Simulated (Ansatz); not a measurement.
SiH2MeBr (CH5BrSi). Total charge 0; triplet. Geometry r2SCAN-D4/def2-TZVP, that of the neutral singlet; atoms count from 1.

```
atom   x (Å)   y (Å)   z (Å)
 Si1   0.748  -0.397   0.000
  H2   1.781   0.227   0.861
  H3   1.314  -0.651  -1.346
  C4  -0.791   0.640  -0.087
  H5  -0.556   1.624  -0.501
  H6  -1.222   0.778   0.907
  H7  -1.541   0.167  -0.724
 Br8   0.266  -2.387   0.890
```

At PBE0-D4/def2-TZVP a singlet of charge 0 lies 6.59 eV below the triplet at the same geometry.

Q: Estimate the Mulliken populations from the PBE0/def2-TZVP orbitals of Ansatz.

A: 
```
atom  charge (e)  spin (α − β)
 Si1       -0.19          0.91
  H2        0.04          0.10
  H3        0.05          0.11
  C4       -0.46         -0.05
  H5        0.16          0.01
  H6        0.14          0.01
  H7        0.14          0.00
 Br8        0.13          0.91
```
Mulliken values and Mayer orders depend strongly on the basis.

Q: Where does the spin sit?

A: Summed by element: Si 0.91, H 0.23, C -0.05, Br 0.91, of 2 unpaired in all. Largest on single atoms: Si1 0.91, Br8 0.91, H3 0.11.

Q: And the Mayer bond orders between bonded heavy atoms (over 0.3)?

A: Si1–C4 0.99 (1.86 Å); Si1–Br8 0.74 (2.23 Å).
